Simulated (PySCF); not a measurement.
Worked example: oscillator strength and radiative lifetime

C₂H₅CdI, SMILES C[CH2][Cd][I].

Geometry: PBE0-D3(BJ)/def2-SVP. The structure was generated by enumeration; whether it is a known compound was not checked. The def2 effective core potentials stand for the cores of Cd, I; spin–orbit coupling is left out. One conformer was computed; it need not be the lowest.

PySCF 2.14.0 with TDA-M06-2X/def2-SVPD puts the first singlet state with f over 0.02 at 5.22 eV (vertical), with the transition dipole (0.000, 0.000, -0.455) in atomic units.

**Question.** Find the oscillator strength, the wavelength and the radiative lifetime that this transition would have in vacuum if emission retraced absorption.

**Answer.** 
|μ|² = 0.2070 au, so |μ| = 1.16 D. ΔE = 5.22/27.211 = 0.1918 hartree. f = (2/3) ΔE |μ|² = 0.026 (the program prints 0.026).
λ = 1239.84/5.22 = 238 nm; ν = 42102 cm⁻¹.
Einstein's coefficient A = 0.6670 ν² f s⁻¹ (ν in cm⁻¹) = 3.1e7 s⁻¹, so τ = 1/A = 32 ns. This state is S1. The figure is the radiative limit of this one transition; relaxation, internal conversion, crossing to triplets and a medium change what is measured.
